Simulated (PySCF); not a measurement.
C4H7NS, SMILES NC=C=CSC.

Geometry optimised at PBE-D3(BJ)/def2-SVP. The structure was generated by enumeration; whether it is a known compound was not checked. The values are those of a single conformer.

All values below come from PBE-D3(BJ)/def2-SVP (PySCF).

Frequencies are harmonic and unscaled.

Computed vibrational spectrum:
```csv
mode,ν (cm⁻¹),IR (km/mol),moving atoms (share of kinetic energy)
1,20,3.4,"C 48 %, H 30 %, S 12 %, N 10 %"
2,87,4.4,"C 46 %, N 21 %, H 17 %, S 16 %"
3,127,0.6,"H 68 %, C 23 %"
4,150,0.4,"H 51 %, C 30 %, N 13 %"
5,244,2.7,"C 55 %, H 24 %, S 20 %"
6,282,17.0,"H 46 %, C 39 %, N 8 %"
7,377,44.5,"H 44 %, C 31 %, S 14 %, N 10 %"
8,432,62.1,"C 58 %, H 34 %"
9,574,39.3,"C 62 %, H 28 %, N 10 %"
10,595,288.9,"H 62 %, N 26 %, C 13 %"
11,705,10.4,"C 57 %, S 28 %, H 15 %"
12,730,12.4,"H 47 %, C 45 %"
13,730,41.8,"C 59 %, H 25 %, S 16 %"
14,858,18.1,"H 81 %, C 19 %"
15,926,5.3,"H 84 %, C 15 %"
16,939,15.7,"H 66 %, C 25 %"
17,975,27.5,"H 44 %, C 40 %, N 16 %"
18,1128,0.2,"H 82 %, C 14 %"
19,1186,122.6,"H 64 %, C 27 %, N 9 %"
20,1251,10.7,"H 67 %, C 19 %, N 14 %"
21,1280,2.9,"H 86 %, C 14 %"
22,1389,8.3,H 96 %
23,1405,23.6,H 96 %
24,1442,34.6,"C 62 %, H 34 %"
25,1565,58.4,"H 82 %, N 13 %"
26,1997,292.5,C 99 %
27,2971,35.4,H 98 %
28,3017,17.8,"H 92 %, C 8 %"
29,3039,18.4,H 92 %
30,3071,8.4,"H 90 %, C 10 %"
31,3093,3.1,"H 90 %, C 10 %"
32,3466,12.0,H 96 %
33,3579,12.7,"H 91 %, N 9 %"
```
